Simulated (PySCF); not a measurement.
**Deuteron quadrupole couplings in `CCCP(C)CC#N`**

C6H12NP.
Cartesian coordinates in Å at the GFN2-xTB level; atoms count from 1:
```
atom  x, y, z in Å
C1    -2.6903   -0.3322   -0.0990
C2    -1.6816    0.7832   -0.3353
C3    -0.4304    0.6125    0.5208
P4     0.4540   -0.9950    0.1870
C5     1.1875   -0.5966   -1.4641
C6     1.9764   -0.6584    1.2532
C7     2.5977    0.5901    0.9479
N8     3.0648    1.5975    0.6683
H9    -3.5695   -0.1942   -0.7241
H10   -3.0049   -0.3483    0.9422
H11   -2.2442   -1.2975   -0.3358
H12   -1.4031    0.8056   -1.3914
H13   -2.1397    1.7472   -0.0979
H14    0.2595    1.4465    0.3576
H15   -0.7127    0.6037    1.5788
H16    1.9564   -1.3328   -1.6948
H17    1.6196    0.4035   -1.4821
H18    0.4081   -0.6744   -2.2201
H19    1.6630   -0.6745    2.3008
H20    2.6843   -1.4752    1.0850
```

Level: PBE0/pcSseg-1 (PySCF, non-relativistic); Q(2H) = 0.00286 b; rigid geometry, the same for H and D, with no vibrational averaging.

Question: Rank these positions by the coupling χzz of a deuteron there, largest first.
A. H16 (methyl hydrogen)
B. H14 (methylene hydrogen)
C. H12 (methylene hydrogen)

Answer: A (212 kHz), C (204 kHz), B (198 kHz).

Question: Tabulate Vzz, the asymmetry η and χzz = 234.96 MHz × Q × Vzz for every hydrogen position.

Answer: 
```
atom  bonded to  bond length (Å)  Vzz (au)     η  χzz (kHz)
  H9         C1            1.088    0.3165  0.02        213
 H10         C1            1.088    0.3150  0.02        212
 H11         C1            1.089    0.3072  0.04        206
 H12         C2            1.092    0.3029  0.02        204
 H13         C2            1.093    0.3017  0.02        203
 H14         C3            1.095    0.2950  0.03        198
 H15         C3            1.095    0.3016  0.03        203
 H16         C5            1.089    0.3152  0.02        212
 H17         C5            1.090    0.3067  0.01        206
 H18         C5            1.089    0.3163  0.02        213
 H19         C6            1.094    0.3011  0.04        202
 H20         C6            1.094    0.3005  0.04        202
```

Question: Give the 2H NMR doublet splittings at H10 for a magnetic field along the z, y and x axes of the gradient: 3χ/2, 3χ(1 + η)/4, 3χ(1 − η)/4.

Answer: With |χ| = 211.7 kHz and η = 0.023: 317, 162 and 155 kHz, to first order and without motion.

Geometry: GFN2-xTB, one conformer, isolated molecule. GFN2-xTB bond lengths can be off by several hundredths of an ångström, more for odd bonds, and the gradients follow them. With a basis this small, the couplings can be 20 % off.
